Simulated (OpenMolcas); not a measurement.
Co7+, Rh7+, Ir7+: d2 down the group

```
Program             : OpenMolcas
Method              : CASSCF
Basis               : ANO-RCC-VQZP
Scalar Hamiltonian  : DKH2, point nucleus
Spin-orbit coupling : RASSI with atomic mean-field integrals over the reference wave functions, term energies averaged over their components
```

Active space for each ion: 2 electrons in 5 orbitals (d).

Computed levels in cm-1 above 3F2:

| Level | Co7+ | Rh7+ | Ir7+ |
| --- | --- | --- | --- |
| 3F3 | 1425 | 3284 | 12021 |
| 3F4 | 3193 | 6883 | 21391 |
| 3P0 | 26848 | 18675 | 19787 |
| 3P1 | 27377 | 20118 | 27164 |
| 3P2 | 28618 | 23764 | 40544 |
| 1G4 | 35766 | 27152 | 38038 |
| 1S0 | 85747 | 61810 | 71299 |
| weight of 3F in the lowest level (%) | 100 | 98 | 89 |

Mixed levels, with the weight of the term that names them: Rh7+ 3P2 (70 %), Ir7+ 3P2 (55 %).

Measured, with the error of the calculation in %. Measured levels: Co7+ from Sugar and Corliss, J. Phys. Chem. Ref. Data 10, 1097 (1981); Ir7+ from van het Hof, Joshi, Wyart and Sugar, J. Res. Natl. Inst. Stand. Technol. 100, 687 (1995).

```csv
Level,Co7+,Ir7+
3F3,1430 (-0.4),12672 (-5.1)
3F4,3144 (+1.6),21615 (-1.0)
3P0,22304 (+20.4),17254 (+14.7)
3P1,22839 (+19.9),25221 (+7.7)
3P2,24055 (+19.0),38878 (+4.3)
1G4,32360 (+10.5),36253 (+4.9)
1S0,74247 (+15.5),65022 (+9.7)
```

The fine-structure level 3F4 changes by a factor of 6.7 from Co7+ to Ir7+.

Without spin-orbit coupling 3P lies 25953, 16834, 15143 cm-1 above 3F in that order; the difference to the level 3P0, of either sign, comes from spin-orbit coupling, which also lowers the zero.

Without dynamic correlation excited terms often stand tens of per cent too high (terms of higher spin than the ground term too low), and those without a measured partner can miss by more than the paired ones. Measured partners are found by configuration, term and J. A level has none where our copy of the source lacks it or the pairing is in doubt (some pairs that miss far off the trend of their configuration count as doubtful), and it then counts in no deviation. Levels of configurations outside the active space are missing.
